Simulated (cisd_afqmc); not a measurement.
Input (AFQMC/CISD/cc-pVQZ; cisd_afqmc is a phaseless AFQMC code with CISD trial states that reads the integrals written by Ansatz):

Ansatz 0.2 input:
```python
import cisd_afqmc

open("ham.yaml", "w").write("""\
crystal:
  periodic: [false, false, false]
  atoms:
    - {symbol: F, position_ang: [-1.45478189, 1.13551908, -0.32415420]}
    - {symbol: C, position_ang: [-0.97570823, 0.03766547, 0.27848601]}
    - {symbol: F, position_ang: [-1.53082189, -1.03902129, -0.29646075]}
    - {symbol: Br, position_ang: [0.96942434, -0.03296274, 0.07352689]}
    - {symbol: H, position_ang: [-1.20516852, 0.05922302, 1.34117744]}
basis:
  gaussian:
    orbitals: cc-pVQZ
magnetization: {spin_polarized: false}
correlation: {method: ccsd, electrons: outside_noble_gas, hamiltonian_folder: ham}
""")
rep = cisd_afqmc.ansatz("ham.yaml")
e_ccsd = rep["correlation"]["coupled_cluster"]["energy"]["hartree"]
out = cisd_afqmc.run("ham", e_ccsd, trial="CISD", walkers=2000, populations=1, threads=12, dt=0.005, steps=40, early=24, settle=10, least=100,
    cut=5e-5, rank_cut=2e-4, target=0.0004, seconds=1500, seed=4, memory=62639, gpu=True)
```

Output:

```
orbitals 246, occupied [13], factors 1433 of 1650, rank of the doubles 961 of 3029
E(HF) = -2809.891858
E(CCSD) on the cut factors = -2810.806864, shift to the whole factors 0.000001
Energy of the trial state on the determinant = -2810.806915
  tau behind 7.2 of longer steps, mean of the populations' last blocks
   2.0  -2810.84210
   4.0  -2810.84309
   6.0  -2810.84459
   8.0  -2810.84252
  10.0  -2810.84432
  12.0  -2810.84244
  14.0  -2810.84276
  16.0  -2810.84216
  18.0  -2810.84325
  20.0  -2810.84482
  22.0  -2810.84410
blocks 100 (0 outliers left out), error by blocks joined: 1: 0.00024, 2: 0.00027, 4: 0.00029, 8: 0.00033
E(AFQMC/CISD) = -2810.84341 +/- 0.00033
```
